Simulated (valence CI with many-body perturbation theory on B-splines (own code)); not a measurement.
# W XXV: M1 decay

Level of theory: configuration interaction combined with many-body perturbation theory (CI+MBPT): four valence electrons over a frozen Dirac-Fock core [Kr] 4d10, radial functions for each j: 7 s, 7 p, 7 d, 7 f, 4 g, 2 h, with the one-electron correlation potential Σ1, the two-electron term Σ2, the three-electron term Σ3, Breit, model QED; selected CI, second order for the rest (own B-spline code, finite nucleus).

No measured levels were compared; by estimate terms of the open shell hold to a few per cent of their energy, and close levels can change places.

Lines 1 to 50 of 120 in falling wavelength, among levels below 143.81 eV, chosen from the decays that carry over 1 % of a level's rate. Wavelengths and rates use the calculated energies, so an error of 2000 cm⁻¹ moves a line at 33560 Å by 67 % and its rate by three times that or more. S is in atomic units (e²a₀⁴ for E2 and M2, e²a₀⁶ for E3), for M1 in squared Bohr magnetons. Weak lines are less certain than strong ones. Lines between different terms over intervals too small for the method are left out, as are lines whose strength nearly cancels. Where a level lies close to another of its J and parity, the split of strength between their lines is uncertain.

Names give the largest LS component (configuration and term), which can be under half, so a name can repeat, a term be missing and a line seem to break the LS rules; names also repeat where a configuration has a term twice. Letters in brackets count levels of one name in rising energy.

```csv
λ vac (Å),Upper,Lower,Type,A (s⁻¹),S (a.u.)
33560,4f⁴ ⁵D_0,4f⁴ ³P_1 [a],M1,5.17e-02,7.25e-02
27100,4f⁴ ⁵G_2,4f⁴ ⁵F_3,M1,1.11e+00,4.10e+00
23530,4f⁴ ⁵F_3,4f⁴ ³G_4 [a],M1,1.53e+00,5.16e+00
18290,4f⁴ ⁵F_1,4f⁴ ⁵F_2,M1,8.35e+00,5.68e+00
12660,4f⁴ ⁵F_4,4f⁴ ⁵G_3,M1,5.59e+00,3.78e+00
12640,4f⁴ ³P_0 [a],4f⁴ ³P_1 [a],M1,1.63e+01,1.22e+00
12370,4f⁴ ⁵I_8,4f⁴ ⁵I_7,M1,1.61e+01,1.92e+01
10900,4f⁴ ⁵D_1,4f⁴ ⁵D_0,M1,2.74e+01,3.95e+00
10320,4f⁴ ⁵I_7,4f⁴ ⁵I_6,M1,4.98e+01,3.04e+01
10160,4f⁴ ⁵G_5,4f⁴ ⁵F_5 [b],M1,4.38e+00,1.87e+00
9865,4f⁴ ⁵D_1,4f⁴ ¹D_2 [a],M1,1.12e+00,1.20e-01
9487,4f⁴ ⁵G_2,4f⁴ ⁵F_1,M1,1.77e+01,2.80e+00
9223,4f⁴ ⁵G_3,4f⁴ ³G_4 [a],M1,1.30e+01,2.64e+00
9031,4f⁴ ⁵G_6,4f⁴ ⁵F_5 [b],M1,1.73e+01,6.14e+00
8960,4f⁴ ⁵S_2,4f⁴ ⁵F_1,M1,1.84e+00,2.45e-01
8336,4f⁴ ⁵I_6,4f⁴ ⁵I_5,M1,1.16e+02,3.23e+01
8260,4f⁴ ⁵G_5,4f⁴ ⁵G_4,M1,6.68e+01,1.53e+01
8117,4f⁴ ⁵F_3,4f⁴ ⁵F_2,M1,4.84e+01,6.72e+00
7981,4f⁴ ³D_3,4f⁴ ³D_2,M1,2.16e+01,2.84e+00
7893,4f⁴ ⁵F_5 [b],4f⁴ ⁵F_4,M1,5.82e+01,1.17e+01
7376,4f⁴ ³I_5 [a],4f⁴ ⁵G_4,M1,8.76e+00,1.43e+00
7106,4f⁴ ⁵I_5,4f⁴ ⁵I_4,M1,1.53e+02,2.24e+01
6938,4f⁴ ³D_3,4f⁴ ⁵G_4,M1,6.79e+00,5.89e-01
6900,4f⁴ ⁵F_4,4f⁴ ⁵F_3,M1,8.20e+01,8.99e+00
6819,4f⁴ ⁵F_5 [b],4f⁴ ⁵F_5 [a],M1,3.61e+01,4.67e+00
6247,4f⁴ ⁵G_2,4f⁴ ⁵F_2,M1,2.08e+01,9.41e-01
6014,4f⁴ ⁵S_2,4f⁴ ⁵F_2,M1,5.00e+01,2.01e+00
5971,4f⁴ ⁵F_5 [a],4f⁴ ³G_4 [a],M1,9.82e+01,8.52e+00
5528,4f⁴ ⁵D_1,4f⁴ ³D_2,M1,7.55e+00,1.42e-01
5461,4f⁴ ⁵G_4,4f⁴ ⁵G_3,M1,2.04e+02,1.11e+01
5335,4f⁴ ⁵F_4,4f⁴ ³G_4 [a],M1,8.67e+01,4.39e+00
5288,4f⁴ ⁵G_3,4f⁴ ⁵F_2,M1,1.03e+02,3.96e+00
5153,4f⁴ ³L_8,4f⁴ ³M_8 [a],M1,1.90e+01,1.64e+00
4952,4f⁴ ³D_2,4f⁴ ⁵G_3,M1,3.90e+01,8.77e-01
4866,4f⁴ ³M_9,4f⁴ ³M_8 [a],M1,1.21e+02,9.86e+00
4700,4f⁴ ³M_8 [a],4f⁴ ⁵I_8,M1,1.64e+02,1.07e+01
4449,4f⁴ ³D_2,4f⁴ ⁵S_2,M1,1.36e+02,2.22e+00
4330,4f⁴ ³D_2,4f⁴ ⁵G_2,M1,9.18e+00,1.38e-01
4207,4f⁴ ³G_3 [a],4f⁴ ⁵G_2,M1,3.17e+02,6.12e+00
4107,4f⁴ ³L_7,4f⁴ ⁵I_7,M1,1.35e+02,5.19e+00
4095,4f⁴ ³L_8,4f⁴ ³L_7,M1,1.69e+02,7.33e+00
4080,4f⁴ ⁵G_5,4f⁴ ⁵F_5 [a],M1,9.74e+01,2.70e+00
4079,4f⁴ ³F_4 [a],4f⁴ ⁵F_4,M1,3.08e+01,6.98e-01
4029,4f⁴ ³D_3,4f⁴ ⁵F_4,M1,5.90e+01,1.00e+00
4016,4f⁴ ⁵G_4,4f⁴ ⁵F_3,M1,9.31e+00,2.01e-01
3885,4f⁴ ⁵G_6,4f⁴ ⁵F_5 [a],M1,1.42e+02,4.01e+00
3884,4f⁴ ³M_8 [b],4f⁴ ³M_8 [a],M1,3.35e+02,1.24e+01
3852,4f⁴ ³I_5 [a],4f⁴ ⁵F_5 [a],M1,2.39e+01,5.56e-01
3772,4f⁴ ³F_4 [a],4f⁴ ⁵F_5 [a],M1,1.28e+02,2.29e+00
3737,4f⁴ ³K_7 [a],4f⁴ ³L_7,M1,2.04e+02,5.92e+00
```
